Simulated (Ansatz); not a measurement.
```xyz
8

O     0.5077    1.4071   -0.1244
B     0.7528    0.0887   -0.3367
B    -0.5212   -0.9585    0.1631
O    -1.6583   -0.4850    0.7208
F    -0.4508   -2.2809    0.0258
H     1.2176    1.9926   -0.4026
H     1.7970   -0.2380   -0.8365
H    -1.6449    0.4740    0.7905
```

Total charge 0; spin multiplicity 1.

(1) List the r2SCAN/def2-TZVPP orbital energies in eV (Ansatz). (An estimate is asked.)

Answers

(1) Ansatz gave: Occupied: -665.98, -517.01, -516.33, -181.58, -180.91, -31.43, -27.72, -27.16, -15.25, -14.68, -12.84, -11.86, -11.21, -11.13, -9.98, -9.80, -9.23, -8.83, -7.02. Lowest empty: -2.33, 0.31, 1.39, 1.96, 2.49, 3.37, 3.57, 3.85.
